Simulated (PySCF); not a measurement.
# Orbital energies and ionisation energy

Species: C₃H₇F₃GeO.
Structure used (PBE0-D3(BJ)/def2-SVP), in Å, numbered top down from 1:
```
atom  x, y, z in Å
C1     2.314   -0.573    0.734
O2     1.141   -0.503   -0.020
C3     0.600    0.781   -0.099
Ge4   -1.089    0.617   -1.074
C5    -2.247   -0.577    0.028
F6    -1.818   -1.842    0.043
F7    -2.273   -0.151    1.302
F8    -3.514   -0.591   -0.409
H9     2.645   -1.621    0.744
H10    3.121    0.050    0.300
H11    2.150   -0.244    1.779
H12    0.391    1.206    0.905
H13    1.278    1.492   -0.615
H14   -1.816    1.967   -1.177
H15   -0.903   -0.033   -2.450
```

Level: CAM-B3LYP/def2-SVPD (PySCF). Frontier orbitals with their largest atomic shares (Löwdin; up to four atoms above 4 %):

```json
{"orbital": "HOMO−3", "ε (eV)": "-11.43", "main atoms": "Ge4 40 %, H14 25 %, H15 22 %"}
{"orbital": "HOMO−2", "ε (eV)": "-10.74", "main atoms": "Ge4 24 %, C5 19 %, F7 12 %, F6 11 %"}
{"orbital": "HOMO−1", "ε (eV)": "-10.15", "main atoms": "C3 27 %, O2 24 %, Ge4 17 %, C5 6 %"}
{"orbital": "HOMO", "ε (eV)": "-9.40", "main atoms": "?"}
{"orbital": "LUMO", "ε (eV)": "0.90", "main atoms": "Ge4 36 %, C3 11 %, H13 10 %, H14 8 %"}
{"orbital": "LUMO+1", "ε (eV)": "1.27", "main atoms": "Ge4 30 %, H15 12 %, H14 12 %, C1 8 %"}
{"orbital": "LUMO+2", "ε (eV)": "1.45", "main atoms": "Ge4 27 %, C1 11 %, C5 10 %, H14 9 %"}
```

Task: What vertical ionisation energy does ΔSCF give, and how far is −ε(HOMO) from it?

Result: ΔSCF: 10.28 eV (992 kJ/mol; threshold wavelength 121 nm); ⟨S²⟩ of the doublet left behind is 0.755, against 0.75 for a pure doublet. −ε(HOMO) is 9.40 eV, 0.88 eV below it. In exact Kohn–Sham theory the two would be equal; CAM-B3LYP (range-separated hybrid) falls short of its own ΔSCF value by 9 %.

Task: On which atoms does the HOMO lie?

Result: O2 (ether oxygen) 58 %, C1 (methoxy carbon) 10 %, C3 (sp3 carbon bound to oxygen) 10 %, H13 (methylene hydrogen) 5 %, so more than half of it is on one atom. The HOMO−1 lies 0.75 eV lower.

Task: How many of the 10 lowest singlet excitations (vertical TDDFT, same level) lie below the ionisation energy?

Result: All 10; they run from 7.23 to 8.82 eV.

Task: Shift the occupied levels rigidly so that −ε(HOMO) equals the ΔSCF value. What binding energies result?

Result: The shift is +0.88 eV: HOMO 10.28, HOMO−1 11.03, HOMO−2 11.62, HOMO−3 12.31 eV. A rigid shift is only a rough guide to the deeper ionisations.

The structure is a single PBE0-D3(BJ)/def2-SVP conformer in the gas phase; no vibrational or solvent corrections. The calculation is non-relativistic, for germanium too.
